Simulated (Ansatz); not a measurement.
Input (CCSDT(Q)/aug-cc-pV(T+d)Z; Ansatz, an electronic-structure program): A basis named .json is the Basis Set Exchange file of that set.

Ansatz 0.2 input:
```yaml
crystal:
  periodic: [false, false, false]
  atoms:
    - {symbol: C, position_ang: [-1.04111583, 0.00436008, -0.00589786]}
    - {symbol: Cl, position_ang: [0.55265444, -0.00231446, 0.00313075]}
    - {symbol: H, position_ang: [-1.57008623, 0.95646317, -0.03558607]}
    - {symbol: H, position_ang: [-1.57834429, -0.94327789, 0.01775039]}
basis:
  gaussian:
    orbitals: aug-cc-pV_T+d_Z.json
total_charge: 1
magnetization: {spin_polarized: false}
correlation: {method: ccsdt_q, electrons: outside_noble_gas}
```

Output:

```
Functional definition: HF
integrals: 0.53 GiB planned
1708 factors; integrals over basis functions are off by at most 1.5e-7 eV
mean field: 0.56 GiB planned
mean field evaluation 1: about -13556.2435 eV, gradient 1.6e1 eV
mean field evaluation 2: about -13556.2465 eV, gradient 1.6e1 eV
mean field evaluation 4: about -13556.9762 eV, gradient 1.5e0 eV
mean field evaluation 8: about -13556.9884 eV, gradient 1.1e-3 eV
mean field evaluation 16: about -13556.9866 eV, gradient 5.0e-1 eV
mean field -13556.98843566 eV, -498.2101357537 hartree, gradient 5.8e-6 eV, S^2 0.000000; 0 other end points of the search recorded, 0 dependent functions left out
6 core orbitals not correlated
reference -13556.98843566 eV, -498.2101357537 hartree; 6, 6 occupied and 135, 135 virtual orbitals, 1708 factors
second order -9.12689584 eV of doubles, -0.00000000 eV of singles
coupled cluster: 5.55 GiB planned
cycle   1  -9.56452374 eV  change   -4.4e-1 eV  update   1.0e-1
cycle   2  -10.07530041 eV  change   -5.1e-1 eV  update   5.2e-2
cycle   3  -10.49254954 eV  change   -4.2e-1 eV  update   2.9e-2
cycle   4  -10.40417518 eV  change    8.8e-2 eV  update   1.2e-2
cycle   5  -10.39617361 eV  change    8.0e-3 eV  update   7.0e-3
cycle   6  -10.40781891 eV  change   -1.2e-2 eV  update   1.5e-3
cycle   7  -10.40752523 eV  change    2.9e-4 eV  update   6.2e-4
cycle   8  -10.40690768 eV  change    6.2e-4 eV  update   1.8e-4
cycle   9  -10.40700256 eV  change   -9.5e-5 eV  update   7.1e-5
cycle  10  -10.40704921 eV  change   -4.7e-5 eV  update   2.5e-5
cycle  11  -10.40698150 eV  change    6.8e-5 eV  update   1.1e-5
cycle  12  -10.40700457 eV  change   -2.3e-5 eV  update   5.4e-6
cycle  13  -10.40700797 eV  change   -3.4e-6 eV  update   2.7e-6
cycle  14  -10.40701151 eV  change   -3.5e-6 eV  update   1.2e-6
cycle  15  -10.40701191 eV  change   -4.0e-7 eV  update   5.4e-7
coupled cluster: 5.55 GiB planned
perturbative correction -0.02523463 eV, -0.0009273554 hartree
Total energy: -13567.42068220 eV, -498.5935137427 hartree
```

 The CCSD(T) runs of this state have a T1 diagnostic of up to 0.026.
